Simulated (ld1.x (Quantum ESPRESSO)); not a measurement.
**Scattering properties, PAW potential for Ge**

```json
{"Element": "germanium", "Generator": "ld1.x (Quantum ESPRESSO) 7.5", "Type": "PAW", "Functional": "PBE", "Relativity": "scalar-relativistic", "Frozen core": "[Ar] 3d10", "Valence charge": "4", "Reference configuration": "4s2 4p2", "Partial waves": "4s (bound): rcut 1.80, rcutus 2.10 bohr; 4s channel at 0.05 Ry: rcut 1.80, rcutus 2.10 bohr; 4p (bound): rcut 1.95, rcutus 2.20 bohr; 4p channel at 3.8 Ry: rcut 1.95, rcutus 2.20 bohr; 4d channel at 0.45 Ry: rc 2.10 bohr", "Local potential": "the d channel", "Core correction": "Bessel-smoothed model core inside 1.60 bohr", "Augmentation charge": "PSQ, radius 1.60 bohr"}
```

The phase is arctan(r·u′/u) with u = r·R(r), unwrapped; energies in Ry, scanned from -3 to 5 Ry. A pole is an energy at which the radial function vanishes at the test radius. The pseudo phase is shifted by a multiple of π to meet the all-electron one at the reference energy, and phase errors are pseudo minus all-electron; the curves can meet again beyond the range given. Levels narrower than the energy grid can be missing from the lists of poles.

Task: For each channel, where are the poles, and over which energies does the pseudopotential scatter like the atom?

Result:

```json
{"channel": "s", "radius (bohr)": "2.41", "reference energy (Ry)": "-0.86", "poles, all-electron": "0.46", "poles, pseudo": "0.46, 3.83", "unbroken range about the reference energy with phases within 0.05 rad": "below 3.2", "phase error 1 Ry above the reference energy (rad)": "-0.000"}
{"channel": "p", "radius (bohr)": "2.41", "reference energy (Ry)": "-0.29", "poles, all-electron": "1.70", "poles, pseudo": "1.70", "unbroken range about the reference energy with phases within 0.05 rad": "the whole range", "phase error 1 Ry above the reference energy (rad)": "-0.000"}
{"channel": "d", "radius (bohr)": "2.41", "reference energy (Ry)": "0.45", "poles, all-electron": "-2.12, 3.90", "poles, pseudo": "2.88", "unbroken range about the reference energy with phases within 0.05 rad": "-1.8 to 1.1", "phase error 1 Ry above the reference energy (rad)": "-0.127"}
```

Phases in the d channel:

```
E (Ry)  all-electron  pseudo
 -3.00         1.326  -1.800
 -2.52         1.282  -1.817
 -2.04        -1.726  -1.839
 -1.56        -1.840  -1.867
 -1.08        -1.890  -1.906
 -0.60        -1.952  -1.962
 -0.12        -2.047  -2.051
  0.36        -2.220  -2.220
  0.84        -2.613  -2.625
  1.32        -3.453  -3.562
  1.80        -4.130  -4.259
  2.28        -4.415  -4.536
  2.76        -4.553  -4.683
  3.24        -4.636  -4.794
  3.72        -4.694  -4.914
  4.20        -4.741  -5.110
  4.68        -4.784  -5.634
```
